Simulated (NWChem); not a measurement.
System: C₂H₄N, doublet; SMILES [CH]=NC

Input file for NWChem:

```
start job
memory heap 200 mb stack 900 mb global 1100 mb
geometry units angstroms noautosym nocenter noautoz
  C      0.049194     1.328936     0.000000
  N     -0.471532     0.226986     0.000000
  C      0.094025    -1.096477     0.000000
  H      1.115908     1.646289     0.000000
  H     -0.264171    -1.645112     0.884329
  H     -0.264171    -1.645112    -0.884329
  H      1.199734    -1.095256     0.000000
end
basis spherical
  * library iglo-iii
end
dft
  odft
  mult 2
  xc xcamb88 1.00 lyp 0.81 vwn_5 0.19 hfexch 1.00
  cam 0.33 cam_alpha 0.19 cam_beta 0.46
  iterations 150
end
property
  hyperfine
end
task dft property
```

Output (shortened):

```
             Northwest Computational Chemistry Package (NWChem) 7.3.0
             --------------------------------------------------------

                             Geometry "geometry" -> ""
                             -------------------------

 Output coordinates in angstroms (scale by  1.889725989 to convert to a.u.)

  No.       Tag          Charge          X              Y              Z
 ---- ---------------- ---------- -------------- -------------- --------------
    1 C                    6.0000     0.04919400     1.32893600     0.00000000
    2 N                    7.0000    -0.47153200     0.22698600     0.00000000
    3 C                    6.0000     0.09402500    -1.09647700     0.00000000
    4 H                    1.0000     1.11590800     1.64628900     0.00000000
    5 H                    1.0000    -0.26417100    -1.64511200     0.88432900
    6 H                    1.0000    -0.26417100    -1.64511200    -0.88432900
    7 H                    1.0000     1.19973400    -1.09525600     0.00000000

 Effective nuclear repulsion energy (a.u.)      65.7368785205

                              NWChem Property Module
                              ----------------------

  itol2e modified to match energy
  convergence criterion.

                                 NWChem DFT Module
                                 -----------------

 Summary of "ao basis" -> "ao basis" (spherical)
 ------------------------------------------------------------------------------
       Tag                 Description            Shells   Functions and Types
 ---------------- ------------------------------  ------  ---------------------
 C                          iglo-iii                15       35   7s6p2d
 N                          iglo-iii                15       35   7s6p2d
 H                          iglo-iii                 6       10   4s2p

  itol2e modified to match energy
  convergence criterion.

            General Information
            -------------------
          SCF calculation type: DFT
          Wavefunction type:  spin polarized.
          No. of atoms     :     7
          No. of electrons :    23
           Alpha electrons :    12
            Beta electrons :    11
          Charge           :     0
          Spin multiplicity:     2
          Use of symmetry is: off; symmetry adaption is: off
          Maximum number of iterations: 150
          AO basis - number of functions:   145
                     number of shells:    69
          Convergence on energy requested:  1.00D-07
          Convergence on density requested:  1.00D-05
          Convergence on gradient requested:  5.00D-04

              XC Information
              --------------
                     Hartree-Fock (Exact) Exchange  1.000
                   CAM-Becke88 Exchange Functional  1.000
                      VWN V Correlation Functional  0.190 local
              Lee-Yang-Parr Correlation Functional  0.810

           Range-Separation Parameters
           ---------------------------
           Alpha           :  0.19
           Beta            :  0.46
           Gamma           :  0.33
           Short-Range HF  :     F

             Grid Information
             ----------------
          Grid used for XC integration:  fine
          Radial quadrature: Mura-Knowles
          Angular quadrature: Lebedev.
          Tag              B.-S. Rad. Rad. Pts. Rad. Cut. Ang. Pts.
          ---              ---------- --------- --------- ---------
          C                   0.70       70          11.0       590
          N                   0.65       70           9.0       590
          H                   0.35       60          11.0       590
          Grid pruning is: on
          Number of quadrature shells:   450
          Spatial weights used:  Erf1

      Superposition of Atomic Density Guess
      -------------------------------------

 Sum of atomic energies:        -131.65610655

      Non-variational initial energy
      ------------------------------

 Total energy =    -133.188334
 1-e energy   =    -306.179258
 2-e energy   =     107.254046
 HOMO         =      -0.140129
 LUMO         =       0.007914

   convergence    iter        energy       DeltaE   RMS-Dens  Diis-err
 ---------------- ----- ----------------- --------- --------- ---------
 d= 0,ls=0.0,diis     1   -133.2046013245 -1.99D+02  1.97D-03  3.38D-01
                                                     1.14D-03  3.24D-01
 d= 0,ls=0.0,diis     2   -133.2311638153 -2.66D-02  1.13D-03  5.31D-02
                                                     8.85D-04  5.43D-02
 d= 0,ls=0.0,diis     3   -133.2245728916  6.59D-03  5.55D-04  7.80D-02
                                                     4.51D-04  7.39D-02
 d= 0,ls=0.0,diis     4   -133.2541996757 -2.96D-02  1.87D-04  5.06D-04
                                                     5.85D-05  4.52D-04
 d= 0,ls=0.0,diis     5   -133.2544700162 -2.70D-04  9.07D-05  7.73D-05
                                                     3.54D-05  5.54D-05
  Resetting Diis
 d= 0,ls=0.0,diis     6   -133.2545381484 -6.81D-05  4.52D-05  6.24D-06
                                                     2.53D-05  1.04D-05
 d= 0,ls=0.0,diis     7   -133.2545583192 -2.02D-05  1.47D-05  3.91D-06
                                                     8.34D-06  1.73D-06
 d= 0,ls=0.0,diis     8   -133.2545636545 -5.34D-06  3.74D-06  1.06D-06
                                                     5.98D-06  2.33D-06
 d= 0,ls=0.0,diis     9   -133.2545657756 -2.12D-06  1.16D-05  1.27D-06
                                                     8.43D-06  3.03D-07
 d= 0,ls=0.0,diis    10   -133.2545683640 -2.59D-06  5.92D-06  2.96D-07
                                                     6.65D-06  8.31D-07
 d= 0,ls=0.0,diis    11   -133.2545691815 -8.18D-07  1.37D-06  2.00D-08
                                                     1.04D-06  2.04D-08
 d= 0,ls=0.0,diis    12   -133.2545692367 -5.52D-08  1.23D-06  5.89D-09
                                                     1.08D-06  1.06D-08

         Total DFT energy =     -133.254569236742
      One electron energy =     -308.640537822872
           Coulomb energy =      128.739677495414
    Exchange-Corr. energy =      -19.090587429755
 Nuclear repulsion energy =       65.736878520471

 Numeric. integr. density =       22.999998938125

[...]

          ----------------------
          Hyperfine Interactions
          ----------------------

 Total Spin Density (Fermi Contact Term)
 ------------------ --------------------
     Atom            x         y         z       Density (a.u.)      Aiso(MHz)     Aiso(Gauss)
     1  13-C      0.09296   2.51132   0.00000       0.449269        505.064605     180.219306
     2  14-N     -0.89107   0.42894   0.00000       0.312612        101.006453      36.041553
     3  13-C      0.17768  -2.07204   0.00000       0.097617        109.740237      39.157979
     4   1-H      2.10876   3.11104   0.00000       0.050897        227.504043      81.178963
     5   1-H     -0.49921  -3.10881   1.67114      -0.002495        -11.154227      -3.980099
     6   1-H     -0.49921  -3.10881  -1.67114      -0.002495        -11.154227      -3.980099
     7   1-H      2.26717  -2.06973   0.00000       0.002976         13.300163       4.745821

           -------------------------------------------
           Anisotropic Interaction (Spin-Dipolar Term)
           -------------------------------------------

 ------------------------------------------------------------
     Atom            x         y         z
 ------------------------------------------------------------
     1  13-C      0.09296   2.51132   0.00000

   Spin-Dipolar term (a.u.)
        xx             yy             zz             xy             xz             yz
 ------------------------------------------------------------------------------------------
       0.141893       0.163973      -0.305866      -0.546775      -0.000000       0.000000

   Principal Comp. of -hf- tensor (au)            Anisotropic -hfcc- (MHz)               Anisotropic -hfcc- (Gauss)
 --------------------------------------------------------------------------------------------------------------------------
     -0.393953     0.699820    -0.305866     -52.864777    93.909098   -41.044322     -18.863435    33.509045   -14.645610

   Orientation of the principal axis of Hyperfine Tensor w.r.t absolute (molecular) frame
 --------------------------------------------------------------------------------------------------------------------------
      0.714208    -0.699933     0.000000
      0.699933     0.714208    -0.000000
     -0.000000     0.000000     1.000000

 ------------------------------------------------------------
     Atom            x         y         z
 ------------------------------------------------------------
     2  14-N     -0.89107   0.42894   0.00000

   Spin-Dipolar term (a.u.)
        xx             yy             zz             xy             xz             yz
 ------------------------------------------------------------------------------------------
       0.438809      -0.129573      -0.309236      -0.114321       0.000000       0.000000

   Principal Comp. of -hf- tensor (au)            Anisotropic -hfcc- (MHz)               Anisotropic -hfcc- (Gauss)
 --------------------------------------------------------------------------------------------------------------------------
      0.460941    -0.151705    -0.309236      17.777466    -5.850919   -11.926547       6.343431    -2.087750    -4.255681

   Orientation of the principal axis of Hyperfine Tensor w.r.t absolute (molecular) frame
 --------------------------------------------------------------------------------------------------------------------------
      0.981771     0.190067    -0.000000
     -0.190067     0.981771    -0.000000
     -0.000000     0.000000     1.000000

 ------------------------------------------------------------
     Atom            x         y         z
 ------------------------------------------------------------
     3  13-C      0.17768  -2.07204   0.00000

   Spin-Dipolar term (a.u.)
        xx             yy             zz             xy             xz             yz
 ------------------------------------------------------------------------------------------
      -0.049799       0.108970      -0.059171      -0.052573       0.000000       0.000000

   Principal Comp. of -hf- tensor (au)            Anisotropic -hfcc- (MHz)               Anisotropic -hfcc- (Gauss)
 --------------------------------------------------------------------------------------------------------------------------
     -0.065629     0.124800    -0.059171      -8.806793    16.746987    -7.940194      -3.142477     5.975731    -2.833254

   Orientation of the principal axis of Hyperfine Tensor w.r.t absolute (molecular) frame
 --------------------------------------------------------------------------------------------------------------------------
      0.957533    -0.288322     0.000000
      0.288322     0.957533     0.000000
     -0.000000     0.000000     1.000000

 ------------------------------------------------------------
     Atom            x         y         z
 ------------------------------------------------------------
     4   1-H      2.10876   3.11104   0.00000

   Spin-Dipolar term (a.u.)
        xx             yy             zz             xy             xz             yz
 ------------------------------------------------------------------------------------------
       0.040876      -0.005635      -0.035241       0.016855      -0.000000       0.000000

   Principal Comp. of -hf- tensor (au)            Anisotropic -hfcc- (MHz)               Anisotropic -hfcc- (Gauss)
 --------------------------------------------------------------------------------------------------------------------------
      0.046342    -0.011101    -0.035241      24.725834    -5.922749   -18.803085       8.822778    -2.113380    -6.709397

   Orientation of the principal axis of Hyperfine Tensor w.r.t absolute (molecular) frame
 --------------------------------------------------------------------------------------------------------------------------
      0.951233    -0.308473     0.000000
      0.308473     0.951233    -0.000000
      0.000000     0.000000     1.000000

 ------------------------------------------------------------
     Atom            x         y         z
 ------------------------------------------------------------
     5   1-H     -0.49921  -3.10881   1.67114

   Spin-Dipolar term (a.u.)
        xx             yy             zz             xy             xz             yz
 ------------------------------------------------------------------------------------------
      -0.007597       0.009690      -0.002093       0.000393      -0.002007      -0.010369

   Principal Comp. of -hf- tensor (au)            Anisotropic -hfcc- (MHz)               Anisotropic -hfcc- (Gauss)
 --------------------------------------------------------------------------------------------------------------------------
     -0.006350     0.015803    -0.009453      -3.388121     8.431652    -5.043532      -1.208964     3.008618    -1.799655

   Orientation of the principal axis of Hyperfine Tensor w.r.t absolute (molecular) frame
 --------------------------------------------------------------------------------------------------------------------------
      0.755570     0.057798     0.652513
     -0.368577     0.860978     0.350525
     -0.541540    -0.505347     0.671832

 ------------------------------------------------------------
     Atom            x         y         z
 ------------------------------------------------------------
     6   1-H     -0.49921  -3.10881  -1.67114

   Spin-Dipolar term (a.u.)
        xx             yy             zz             xy             xz             yz
 ------------------------------------------------------------------------------------------
      -0.007597       0.009690      -0.002093       0.000393       0.002007       0.010369

   Principal Comp. of -hf- tensor (au)            Anisotropic -hfcc- (MHz)               Anisotropic -hfcc- (Gauss)
 --------------------------------------------------------------------------------------------------------------------------
     -0.006350     0.015803    -0.009453      -3.388121     8.431652    -5.043532      -1.208964     3.008618    -1.799655

   Orientation of the principal axis of Hyperfine Tensor w.r.t absolute (molecular) frame
 --------------------------------------------------------------------------------------------------------------------------
      0.755570     0.057798    -0.652513
     -0.368577     0.860978    -0.350525
      0.541540     0.505347     0.671832

 ------------------------------------------------------------
     Atom            x         y         z
 ------------------------------------------------------------
     7   1-H      2.26717  -2.06973   0.00000

   Spin-Dipolar term (a.u.)
        xx             yy             zz             xy             xz             yz
 ------------------------------------------------------------------------------------------
       0.005592       0.005419      -0.011011      -0.006779      -0.000000       0.000000

   Principal Comp. of -hf- tensor (au)            Anisotropic -hfcc- (MHz)               Anisotropic -hfcc- (Gauss)
 --------------------------------------------------------------------------------------------------------------------------
      0.012285    -0.001274    -0.011011       6.554677    -0.679665    -5.875012       2.338868    -0.242521    -2.096347

   Orientation of the principal axis of Hyperfine Tensor w.r.t absolute (molecular) frame
 --------------------------------------------------------------------------------------------------------------------------
      0.711594     0.702591     0.000000
     -0.702591     0.711594     0.000000
     -0.000000    -0.000000     1.000000
```

Level: CAM-B3LYP/IGLO-III, spin-unrestricted, contact and dipolar terms. In the optimisation the excess spin sits in a' (Cs, its own frame). All runs use the structure optimised with PBE0/def2-SVP, spin-unrestricted. No stability test was run on the SCF state.
